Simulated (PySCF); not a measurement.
# Core-level binding energies of `CSc1cncn1[SiH3]`

C4H8N2SSi.
Cartesian coordinates in Å at the PBE0-D3(BJ)/def2-SVP level; atoms count from 1:
```xyz
16
C4H8N2SSi angstrom
C     -2.4151    0.1317    0.6122
S     -1.0481    1.0371    1.3530
C      0.2954    0.2072    0.5992
C      0.3877   -0.8518   -0.2781
N      1.7033   -1.1115   -0.5604
C      2.3921   -0.2438    0.1215
N      1.5948    0.6071    0.8620
Si     2.1447    1.9328    1.9167
H     -2.4093    0.2385   -0.4822
H     -2.3765   -0.9319    0.8886
H     -3.3338    0.5770    1.0156
H     -0.4202   -1.4340   -0.7164
H      3.4796   -0.1596    0.1367
H      1.6815    1.6892    3.3097
H      3.6291    1.8963    1.8280
H      1.6074    3.2277    1.4176
```

Method used: delta-SCF UKS SCAN, pcX-2 on the ionised atom, pcseg-1 elsewhere, spin-free X2C (PySCF). Vertical ΔSCF values, vacuum level as zero.

Task: Give the core binding energies atom by atom.

Result: 
```csv
atom(s),bonded to,level,binding energy (eV),2p1/2 (eV),above the level's lowest (eV),count
Si8,N and 3 H,Si 2p3/2,107.73,108.35,0.00,1
C4,"N (aromatic in the SMILES), C (aromatic in the SMILES) and H",C 1s,290.30,–,0.00,1
C6,2 N (aromatic in the SMILES) and H,C 1s,291.33,–,+1.03,1
C3,"N (aromatic in the SMILES), S and C (aromatic in the SMILES)",C 1s,291.39,–,+1.09,1
C1,S and 3 H,C 1s,291.61,–,+1.31,1
N5,2 C (aromatic in the SMILES),N 1s,404.06,–,0.00,1
N7,2 C (aromatic in the SMILES) and Si,N 1s,405.70,–,+1.64,1
Si8,N and 3 H,Si 1s,1847.57,–,0.00,1
S2,2 C,S 1s,2477.48,–,0.00,1
```

Lowest listed C 1s: C4, bonded to N (aromatic in the SMILES), C (aromatic in the SMILES) and H. Highest, 1.31 eV above it: C1, bonded to S and 3 H. The widest gap between neighbouring values is 1.03 eV, between 290.30 and 291.33 eV. Summing the Pauling electronegativity differences to the bonded atoms, each weighted by its formal bond order, gives +0.39 for the lowest site and -1.02 for the highest; the largest sum, +1.12, belongs to C6, 0.28 eV below the top. The smallest sum, -1.02, belongs to C1, 1.31 eV above the lowest.

Lowest listed N 1s: N5, bonded to 2 C (aromatic in the SMILES). Highest, 1.64 eV above it: N7, bonded to 2 C (aromatic in the SMILES) and Si. Summing the Pauling electronegativity differences to the bonded atoms, each weighted by its formal bond order, gives -1.47 for the lowest site and -2.61 for the highest; the largest sum, -1.47, belongs to N5, 1.64 eV below the top. The smallest sum, -2.61, belongs to N7, 1.64 eV above the lowest.

Task: Express the binding energy of C 1s of C4 in atomic units and per mole.

Result: 290.30 eV = 10.6683 Eh = 28010 kJ/mol.

Not every level is listed. Spin–orbit coupling isn't in the SCF: each 2p doublet comes from a relaxed spin-free hole plus a matrix of the shell (mean-field spin–orbit coupling and the ground-state 2p splitting), with 2p3/2 averaged over its two sublevels. 2p1/2 minus 2p3/2 (ligand field included): Si 0.62 eV. Isolated species at its PBE0-D3(BJ)/def2-SVP geometry (one conformer only).

Time: 3.5 min of wall time; peak memory 0.82 GiB. Hardware: Arm Neoverse N1, one thread, no GPU, shared host with 64 logical CPUs at a one-minute load of 62.
